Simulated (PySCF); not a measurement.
# Electronic structure of Br (bromine, neutral) at the UHF level

Configuration: [Ar] 3d10 4s2 4p5, 2P determinant. All numbers are calculated (PySCF 2.14, no relativity, point nucleus, in def2-TZVP).

```json
{
  "Total energy": "-2572.398101 hartree",
  "One-electron energy": "-3581.9153 hartree",
  "Hartree (Coulomb) energy": "1099.1760 hartree",
  "Exchange energy": "-89.6588 hartree",
  "Kinetic energy": "2572.37251 hartree",
  "⟨S²⟩": "0.7587",
  "⟨L²⟩": "2.034",
  "Sum of ⟨r⟩": "25.86 bohr",
  "Sum of ⟨r²⟩": "40.41 bohr²",
  "Traceless quadrupole moment −½Σ⟨3z² − r²⟩ along its main axis": "2.13 e·bohr²",
  "Density at the nucleus (Gaussians lack the cusp)": "28800 bohr⁻³",
  "Spin density at the nucleus": "-0.101 bohr⁻³",
  "Langevin diamagnetic susceptibility": "-32.0 ×10⁻⁶ cm³/mol",
  "Time after the integrals": "0.22 s of wall time on 1 thread of Neoverse-V1 (shared host)"
}
```

| shell | electrons | mean orbital energy (eV) | spread (eV) | rms radius, mean of both spins (bohr) |
| --- | --- | --- | --- | --- |
| 1s α | 1 | -13335.1 | 0 | 0.0505 |
| 1s β | 1 | -13335.0 | 0 | 0.0505 |
| 2s α | 1 | -1774.1 | 0 | 0.210 |
| 2s β | 1 | -1774.1 | 0 | 0.210 |
| 2p α | 3 | -1593.3 | 0.205 | 0.185 |
| 2p β | 3 | -1593.2 | 0.076 | 0.185 |
| 3s α | 1 | -268.69 | 0 | 0.599 |
| 3s β | 1 | -268.47 | 0 | 0.599 |
| 3p α | 3 | -203.61 | 0.640 | 0.612 |
| 3p β | 3 | -203.31 | 0.093 | 0.612 |
| 3d α | 5 | -87.644 | 0.595 | 0.648 |
| 3d β | 5 | -87.493 | 0.317 | 0.648 |
| 4s α | 1 | -28.481 | 0 | 1.86 |
| 4s β | 1 | -25.580 | 0 | 1.86 |
| 4p α | 3 | -12.971 | 1.892 | 2.28 |
| 4p β | 2 | -11.792 | 0 | 2.28 |
